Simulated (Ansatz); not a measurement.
Species: C2H3O, charge 1, multiplicity 1. It need not be the lowest isomer of its formula. SMILES: C#C[OH2+]
Structure (B3LYP-D3(BJ)/def2-TZVP (Ansatz, an electronic-structure program) minimum search):
```xyz
6

C      1.4009    -0.1277    -0.0862
C      0.2214    -0.0176    -0.0116
O     -1.1237     0.1476     0.1058
H      2.4618    -0.2331    -0.1585
H     -1.6111    -0.5583     0.5902
H     -1.5951     0.4825    -0.6918
```
Charge +1, spin multiplicity 1.

Parts of the frozen-core correlation energy in cc-pwCVTZ (Ansatz, hartree). Frozen orbitals: 3; correlated occupied orbitals by spin: 8 and 8; virtual: 160 and 160. Spin-orbit coupling is left out. No relativistic terms.

| term | value |
|---|---|
| reference (HF) | -151.97973 |
| MP2 opposite-spin | [?] |
| MP2 same-spin | [?] |
| CCSD correlation | -0.55801 |
| (T) | [?] |
| T1 diagnostic | 0.012 |
| largest doubles amplitude | 0.076 |

Task: Complete the blanks.

Result: 
- MP2 opposite-spin, value: -0.41321
- MP2 same-spin, value: -0.13298
- (T), value: -0.02474
